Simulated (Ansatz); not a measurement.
`O[SiH2]SS`, relaxed with RKS PBE-D4/def2-SVP in Ansatz from a rough embedded geometry. The force threshold is 0.03 eV/Å; the program also tests the step.

Charge 0, multiplicity 1.

Start:

```xyz
8

O    -0.774   -1.230    0.903
Si   -0.733   -0.466   -0.502
S     1.338   -0.004   -0.875
S     1.691    1.117    0.693
H     0.042   -1.147    1.489
H    -1.533    0.787   -0.425
H    -1.288   -1.375   -1.571
H     1.256    2.317    0.288
```

```
step  energy (eV)  largest force (eV/Å)  largest move (Å)
   1  -31635.3628                 2.936             0.000
   2  -31635.7354                 1.097             0.173
   3  -31635.7814                 0.399             0.088
   4  -31635.8012                 0.360             0.084
   5  -31635.8170                 0.215             0.200
   6  -31635.8198                 0.088             0.094
   7  -31635.8212                 0.256             0.060
   8  -31635.8217                 0.274             0.040
   9  -31635.8228                 0.033             0.014
  10  -31635.8229                 0.010             0.011
```

End:

```xyz
8

O    -0.665   -1.401    0.900
Si   -0.693   -0.503   -0.510
S     1.303    0.099   -1.150
S     1.771    1.062    0.682
H    -0.247   -0.920    1.641
H    -1.510    0.752   -0.353
H    -1.233   -1.391   -1.588
H     1.273    2.301    0.378
```

Hardware: 4 threads of a server CPU on a shared host. Wall time 15 s, peak host memory 0.15 GiB.
